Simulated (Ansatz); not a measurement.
Geometry optimisation, Ansatz, RKS B3LYP-D4/def2-SVP.

Input file:

```yaml
crystal:
  periodic: [false, false, false]
  atoms:
    - { symbol: In, position_ang: [-0.034487, 0.670562, -0.489498] }
    - { symbol: Cl, position_ang: [-0.175614, 0.020776, 3.082772] }
    - { symbol: O, position_ang: [1.77157, -0.063684, -0.896259] }
    - { symbol: H, position_ang: [1.732559, -0.963694, -1.25572] }
    - { symbol: Cl, position_ang: [-1.999288, -0.428422, -1.193959] }
    - { symbol: S, position_ang: [-0.195956, 2.868488, 0.599601] }
    - { symbol: H, position_ang: [-1.550413, 2.834539, 0.577935] }
    - { symbol: H, position_ang: [-0.11457, 1.290335, 2.660328] }
basis:
  gaussian: { orbitals: def2-SVP }
hamiltonian:
  xc: b3lyp
  dispersion: d4
relax:
  f_tol: 0.03
  max_steps: 50
output:
  orbitals: {}
```

Command:

```bash
$ ansatz run input.yaml --threads 4 --pin off --max-ram 5120MiB --backend cpu --events-out ev --progress --plain --runs-dir out
```

Where does it end, and by what steps?

The forces met the threshold. After 10 steps the energy has fallen by 0.130 eV; Cl2 moved furthest, 0.49 Å.

```json
{"step": "0", "energy less start (eV)": "0.0000", "largest force component (eV/Å)": "0.931", "accepted": "yes"}
{"step": "1", "energy less start (eV)": "-0.0682", "largest force component (eV/Å)": "0.437", "accepted": "yes"}
{"step": "2", "energy less start (eV)": "-0.1137", "largest force component (eV/Å)": "0.417", "accepted": "yes"}
{"step": "3", "energy less start (eV)": "-0.1047", "largest force component (eV/Å)": "0.539", "accepted": "no"}
{"step": "4", "energy less start (eV)": "-0.1228", "largest force component (eV/Å)": "0.331", "accepted": "yes"}
{"step": "5", "energy less start (eV)": "-0.1262", "largest force component (eV/Å)": "0.218", "accepted": "yes"}
{"step": "6", "energy less start (eV)": "-0.1266", "largest force component (eV/Å)": "0.222", "accepted": "yes"}
{"step": "7", "energy less start (eV)": "-0.1271", "largest force component (eV/Å)": "0.419", "accepted": "yes"}
{"step": "8", "energy less start (eV)": "-0.1294", "largest force component (eV/Å)": "0.048", "accepted": "yes"}
{"step": "9", "energy less start (eV)": "-0.1299", "largest force component (eV/Å)": "0.067", "accepted": "yes"}
{"step": "10", "energy less start (eV)": "-0.1303", "largest force component (eV/Å)": "0.019", "accepted": "yes"}
```

```xyz
8
Properties=species:S:1:pos:R:3
In -0.038 0.633 -0.269
Cl -0.100 -0.032 2.600
O 1.767 -0.053 -0.775
H 1.720 -0.949 -1.138
Cl -2.014 -0.427 -1.018
S -0.198 2.888 0.663
H -1.550 2.891 0.577
H -0.153 1.277 2.444
```

Whether the end is a true minimum wasn't checked by a vibrational analysis.

The run took 19 s on 4 threads of Intel(R) Xeon(R) Platinum 8488C (Sapphire Rapids), with other jobs on the host, peak memory 0.31 GiB.
